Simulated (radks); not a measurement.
All-electron atom: Os X in [Kr] 4d10 4f14 5s2 5p5.

Calculated with a radial shooting solver on a logarithmic mesh with Libxc functionals: scalar-relativistic Kohn-Sham, PBE, spin-polarised, spherical densities, point nucleus; open shells are filled with parallel spins first (spin-orbit coupling, left out, can overturn this in heavy ions).

Energy parts (eV):
total: -468921.99
kinetic: 519938.99
electron-nucleus: -1152729.13
Hartree: 172939.47
exchange-correlation: -9071.32

Orbitals (lengths in bohr, moments of r in powers of bohr; r(max) is where P^2 peaks):
| orbital | occ. | eigenvalue (eV) | <1/r> | r(max) | <r^4> | <r^2> |
|---|---|---|---|---|---|---|
| 1s up | 1 | -74025.81 | 90.51 | 0.01102 | 5.117e-07 | 0.0004332 |
| 1s down | 1 | -74025.67 | 90.51 | 0.01102 | 5.117e-07 | 0.0004332 |
| 2s up | 1 | -13011.32 | 21.18 | 0.06338 | 0.00007618 | 0.006639 |
| 2s down | 1 | -13011.25 | 21.18 | 0.06338 | 0.00007618 | 0.006639 |
| 2p up | 3 | -11346.95 | 19.05 | 0.05219 | 0.00006062 | 0.005531 |
| 2p down | 3 | -11346.84 | 19.05 | 0.05219 | 0.00006062 | 0.005531 |
| 3s up | 1 | -3136.893 | 7.850 | 0.1787 | 0.002780 | 0.04296 |
| 3s down | 1 | -3136.817 | 7.850 | 0.1787 | 0.002780 | 0.04296 |
| 3p up | 3 | -2648.263 | 7.213 | 0.1774 | 0.003016 | 0.04387 |
| 3p down | 3 | -2648.174 | 7.213 | 0.1774 | 0.003016 | 0.04387 |
| 3d up | 5 | -2103.097 | 6.805 | 0.1444 | 0.002324 | 0.03635 |
| 3d down | 5 | -2103.006 | 6.805 | 0.1444 | 0.002324 | 0.03635 |
| 4s up | 1 | -773.5719 | 3.347 | 0.4047 | 0.06398 | 0.2103 |
| 4s down | 1 | -773.4181 | 3.347 | 0.4047 | 0.06395 | 0.2102 |
| 4p up | 3 | -613.2784 | 3.034 | 0.4250 | 0.08527 | 0.2397 |
| 4p down | 3 | -613.1146 | 3.034 | 0.4250 | 0.08515 | 0.2396 |
| 4d up | 5 | -414.3682 | 2.710 | 0.4344 | 0.1212 | 0.2756 |
| 4d down | 5 | -414.1630 | 2.711 | 0.4344 | 0.1208 | 0.2753 |
| 4f up | 7 | -192.8041 | 2.265 | 0.4047 | 0.2674 | 0.3619 |
| 4f down | 7 | -192.4649 | 2.269 | 0.4046 | 0.2638 | 0.3598 |
| 5s up | 1 | -227.3624 | 1.392 | 0.9001 | 1.531 | 1.043 |
| 5s down | 1 | -226.1091 | 1.394 | 0.8989 | 1.530 | 1.042 |
| 5p up | 3 | -182.9898 | 1.223 | 0.9980 | 2.425 | 1.305 |
| 5p down | 2 | -181.6764 | 1.223 | 0.9971 | 2.436 | 1.307 |

The highest occupied level is 5p down at -181.68 eV. The density falls to 0.001 e/bohr^3 at r = 2.34 bohr. Summed over all electrons, <r^2> = 19.04 bohr^2, which gives a Langevin (diamagnetic) susceptibility term of -15.1 x 10^-6 cm^3/mol. For comparison, the ionisation energy in NIST's Atomic Spectra Database is 190 eV (theoretical). In exact Kohn-Sham theory the highest level is minus the ionisation energy, but local and semilocal functionals leave it too shallow, through self-interaction and a potential that decays too fast; potentials with the right tail come closer. Spin moment in Bohr magnetons: 1.
